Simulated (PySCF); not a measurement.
Compound: CH9PSi2.
Numbering: `[SiH3:1][CH2:2][SiH2:3][PH2:4]` (hydrogens: H5, H6, H7 on Si1; H8, H9 on C2; H10, H11 on Si3; H12, H13 on P4)

Computed by this run: PySCF 2.14.0, PBE0-D3(BJ)/def2-SVP geometry optimisation, gas phase; density fitting, grid level 1; the optimiser is geomeTRIC in internal coordinates, started from a GFN2-xTB structure with every atom displaced at random (about 0.01 Å).

Step 0: E = -26207.7358 eV
```
atom  x, y, z in Å  |  force x, y, z in eV/Å
Si1    -2.2370   -0.1993   -0.4805    0.276   0.380   0.276
C2     -0.5217   -0.5858    0.1500    0.197   0.711  -0.321
Si3     0.8760    0.3994   -0.6601    0.277  -0.581   1.117
P4      2.8456   -0.3423    0.2485   -1.067  -1.569  -0.016
H5     -2.5659    1.2231   -0.2160   -0.047   0.238   0.033
H6     -3.2356   -1.0238    0.1967   -0.472  -0.404   0.256
H7     -2.3106   -0.4163   -1.9258   -0.045  -0.137  -0.602
H8     -0.4737   -0.4210    1.2269   -0.050   0.210   0.442
H9     -0.3245   -1.6388    0.0194    0.193  -0.839  -0.242
H10     0.9789    0.1346   -2.0821   -0.045  -0.150  -0.872
H11     0.6946    1.8422   -0.4444   -0.126   0.471   0.039
H12     2.6991    0.3764    1.4331   -0.142   0.387   0.719
H13     3.5806    0.6347   -0.3371    1.050   1.284  -0.828
```

**Question.** Estimate the geometry and energy of step 1. (The exact step hangs on the optimiser's Hessian estimate; all steps are aligned on step 0, rigid shifts and turns removed.)

**Answer.** E = -26207.8825 eV, largest force 0.457 eV/Å
```
atom  x, y, z in Å  |  force x, y, z in eV/Å
Si1    -2.2433   -0.1773   -0.4837   -0.063  -0.017  -0.054
C2     -0.5242   -0.5968    0.1536    0.171  -0.184   0.133
Si3     0.9065    0.3560   -0.6134   -0.108   0.083  -0.181
P4      2.8930   -0.3449    0.2422    0.131   0.419  -0.025
H5     -2.5596    1.2598   -0.2200    0.010   0.008   0.004
H6     -3.2870   -1.0201    0.1849    0.060   0.027  -0.001
H7     -2.3288   -0.4172   -1.9581    0.016   0.010   0.014
H8     -0.5049   -0.4251    1.2448   -0.033   0.005  -0.006
H9     -0.3368   -1.6781    0.0075   -0.046   0.094  -0.009
H10     0.9470    0.0938   -2.0915    0.029   0.010   0.092
H11     0.6761    1.8245   -0.4184    0.052  -0.026   0.008
H12     2.7227    0.3845    1.4723    0.032  -0.103  -0.175
H13     3.6450    0.7240   -0.3918   -0.251  -0.325   0.201
```

The energy changes by -0.1468 eV. The first-order estimate −F·Δx gives -0.3922 eV and the mean of the old and new forces, exact on a quadratic surface, -0.1567 eV. The step makes an angle of 57° with the force vector and moves no atom by more than 0.123 Å.

What follows is the cost of the whole optimisation. The run took 25 s wall on Arm Neoverse V1, one thread, on a shared host, and the process peaked at 0.46 GiB of memory.
